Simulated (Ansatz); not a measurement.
A made-up structure of NaInH₂, singlet:

```
4
angstrom
Na 0.1599 -0.0791 0.0999
In -2.1387 1.0587 -1.3363
H 0.7077 -1.9710 0.1359
H 1.4550 0.9004 1.2153
```

It is relaxed with PBE-D4/def2-SVP and then PBE0-D4/def2-TZVP (Ansatz 0.2.0). Atoms count as bonded within 1.22 times the sum of their covalent radii (H–H: 0.88 Å). The end point is not checked to be a true minimum.

Does its bonding change? (Judge from chemistry; the calculation decides.)

By the calculation: Yes. Formed: In2–H3, In2–H4; broken: none.

Where it ends: The first stage lowers the energy by 3.74 eV in 13 steps. It ends as NaInH₂ ([H]1[Na]2[H][In]12):
```xyz
4
angstrom
Na 1.2845 -0.6359 0.8025
In -1.1512 0.5700 -0.7192
H -0.2907 -1.2265 -0.4405
H 0.3412 1.2015 0.4721
```

Labels in which every atom is bracketed show which atoms are joined, not bond orders.

For scale, one of the runs: PBE0-D4/def2-TZVP relaxation, 94 basis functions, launched by `ansatz run in.yaml --threads 2 --pin off --events-out ev --progress --plain --max-ram 4352MiB`. The run took about 8 s on 2 CPU threads of an Intel Xeon Platinum 8488C (shared host).
